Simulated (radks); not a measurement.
Effect of the nuclear size on the caesium ion Cs2+, [Kr] 4d10 5s2 5p5. All-electron calculation, Dirac Kohn-Sham, BLYP, spin-unpolarised, spherical densities, finite nucleus; open shells are shared between the two j in proportion to 2j + 1; Fermi nuclear charge, rms radius 4.8041 fm. Program: a radial shooting solver on a logarithmic mesh with Libxc functionals. The rms radius is varied about that value; shifts are against it.

| rms radius (fm) | total energy shift (eV) | density at nucleus (e/bohr^3) | 1s1/2 shift (meV) | 2s1/2 shift (meV) | 4p1/2 shift (meV) | 5s1/2 shift (meV) | 5p1/2 shift (meV) | 5p3/2 shift (meV) | 6s1/2 (empty) shift (meV) |
|---|---|---|---|---|---|---|---|---|---|
| 4.0499 | -2.17 | 3.059e+05 | -904 | -108 | 0.337 | -0.709 | 0.079 | 0.091 | -0.129 |
| 4.6167 | -0.567 | 2.985e+05 | -236 | -28.2 | 0.088 | -0.185 | 0.021 | 0.024 | -0.034 |
| 4.8041 | 0 | 2.963e+05 | 0.000 | 0.000 | 0.000 | 0.000 | 0.000 | 0.000 | 0.000 |
| 5.15 | 1.09 | 2.925e+05 | 456 | 54.4 | -0.170 | 0.358 | -0.040 | -0.046 | 0.065 |
| 5.8706 | 3.57 | 2.855e+05 | 1490 | 178 | -0.555 | 1.17 | -0.130 | -0.150 | 0.212 |

Slopes of the eigenvalues against <r^2> in GHz/fm^2, as finite differences over the two radii next to the reference (eigenvalue slopes, not the field-shift constants of lines): 1s1/2 32200, 2s1/2 3830, 4p1/2 -12.0, 5s1/2 25.2, 5p1/2 -2.81, 5p3/2 -3.24, 6s1/2 (empty) 4.58.
